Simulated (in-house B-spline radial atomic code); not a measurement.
Ionising Co³⁺ with different functionals

Computed with a B-spline radial code for spherical atoms: non-relativistic Hamiltonian, point nucleus, spin-polarised at highest spin, spherical fractional occupations for the functionals, and exact exchange of hybrids averaged over the configuration. The ionisation energy is the difference of two self-consistent energies, [Ar] 3d6 → [Ar] 3d5, without Breit or QED terms; ε is the level of the shell that loses the electron (its least bound occupied spin orbital).

```tsv
method	rung	ΔSCF (eV)	-ε(3d) (eV)
PBE0	global hybrid	51.97	45.39
B3LYP	global hybrid	52.33	45.10
TPSSh	global hybrid	51.87	43.49
M06-2X	global hybrid	52.09	48.89
BHandHLYP	global hybrid	51.72	48.15
r2SCAN0	global hybrid	51.11	44.74
B97-1	global hybrid	52.11	45.01
HSE06	range-separated hybrid	?	?
wB97X	range-separated hybrid	51.90	47.83
CAM-B3LYP	range-separated hybrid	?	?
LC-wPBE	range-separated hybrid	52.36	48.17
```

Task: What does HSE06 give?

Result: ΔSCF 52.00 eV, and -ε(3d) = 44.99 eV.

Task: What does CAM-B3LYP give?

Result: ΔSCF 52.30 eV, and -ε(3d) = 47.11 eV.

Task: Among the functionals, which spreads more, the ΔSCF values or the orbital energies?

Result: The orbital energies: ΔSCF values span about 1.24 eV and the orbital energies 5.40 eV; here energy differences depend much less on the functional than eigenvalues do.

Task: How do they compare with the NIST value?

Result: NIST lists 51.3 eV ± 0.1 (semi-empirical, ground level to ground level). Errors run from -0.16 to +1.09 eV; r2SCAN0 is closest (-0.16 eV), but part of that can be cancellation, since the calculations leave out relativity, Breit-QED terms, multiplet and fine-structure energies.
